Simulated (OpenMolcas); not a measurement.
**F II: the spin-orbit constant, Slater's ratio, thermal populations, worked from levels**

```
Program             : OpenMolcas
Basis               : ANO-RCC-VDZP [3s2p1d]
Scalar Hamiltonian  : DKH2, point nucleus
Active space        : 4 electrons in 3 orbitals (2p)
State averaging     : 2S+1 = 3 even, 3 roots; 2S+1 = 1 even, 6 roots
Spin-orbit coupling : RASSI with atomic mean-field integrals over the reference wave functions, term energies averaged over their components
```

Methods: CASSCF; SS-CASPT2, IPEA 0.25 Eh, imaginary shift 0.1 Eh (closed shells correlated: 1s 2s). Measured levels: NIST Handbook of Basic Atomic Spectroscopic Data.

**The spin-orbit constant.** For the Hund term 3P of p4, E(J) = (A/2) J(J+1) + constant and ζ = -2S·A = -2A. From J = 0 to J = 2 the energy changes by 3 A.

| Source | E(2) - E(0) | A | ζ |
| --- | --- | --- | --- |
| CASSCF | -486.9 | -162.3 | 325 |
| SS-CASPT2 | -486.4 | -162.1 | 324 |
| measured | -489.7 | -163.2 | 326 |

All in cm-1. SS-CASPT2 is off by -0.7 % and CASSCF by -0.6 %. Both methods take the spin-orbit matrix elements from the reference wave functions, so the second can move ζ only through the term energies and any multistate remixing. Second-order mixing with other terms is absorbed into this ζ.

**Slater's ratio.** With one set of orbitals, p4 has 1D - 3P = 6 F2 and 1S - 1D = 9 F2 (F2 = F²/25), a ratio of 3/2. Term energies are centres of gravity, weighted by 2J + 1.

| Source | 1D - 3P | 1S - 3P | F2 from the first | Ratio |
| --- | --- | --- | --- | --- |
| CASSCF | 22584 | 56234 | 3764 | 1.490 |
| SS-CASPT2 | 21944 | 48850 | 3657 | 1.226 |
| measured | 20705 | 44750 | 3451 | 1.161 |

Energies in cm-1. A ratio away from 3/2 shows effects beyond one configuration with one set of orbitals, and in heavier atoms second-order spin-orbit shifts.

**Thermal populations.** Z = Σ (2J + 1) exp(-E/kT) with k = 0.695035 cm-1/K, over the levels below. No other level of either list lies under 90000 cm-1, which is above 7 kT at each temperature.

| Level | 2J + 1 | SS-CASPT2 | measured |
| --- | --- | --- | --- |
| 2s2 2p4 3P2 | 5 | 0.0 | 0.0 |
| 2s2 2p4 3P1 | 3 | 328 | 341 |
| 2s2 2p4 3P0 | 1 | 486 | 490 |
| 2s2 2p4 1D2 | 5 | 22110 | 20873 |
| 2s2 2p4 1S0 | 1 | 49010 | 44918 |

| T (K) | Z, SS-CASPT2 | Z, measured levels | Ground level (%), SS-CASPT2 | Ground level (%), measured levels |
| --- | --- | --- | --- | --- |
| 5000 | 8.608 | 8.600 | 58.1 | 58.1 |
| 8000 | 8.838 | 8.855 | 56.6 | 56.5 |
| 12000 | 9.183 | 9.237 | 54.4 | 54.1 |

At 12000 K, kT = 8340 cm-1, and the computed levels give Z = 5.000 + 2.884 + 0.943 + 0.353 + 0.003 = 9.183.

CASPT2 breaks the degeneracy within a term, and the mean is taken; among the terms shown or strongly mixed into the levels shown the widest spread is 63 cm-1 (2s2 2p4 1D, SS-CASPT2). With the s shell closed, the reference lacks s² → p² mixing. Without dynamic correlation excited terms often stand tens of per cent too high (terms of higher spin than the ground term too low), and those without a measured partner can miss by more than the paired ones (holds for CASSCF). Computed and measured levels are paired by configuration, term and J; levels that our copy of the source lacks, or whose pairing is in doubt (as where it misses far off the trend of its configuration), stay unpaired and out of the deviations. Levels of configurations outside the active space are missing.
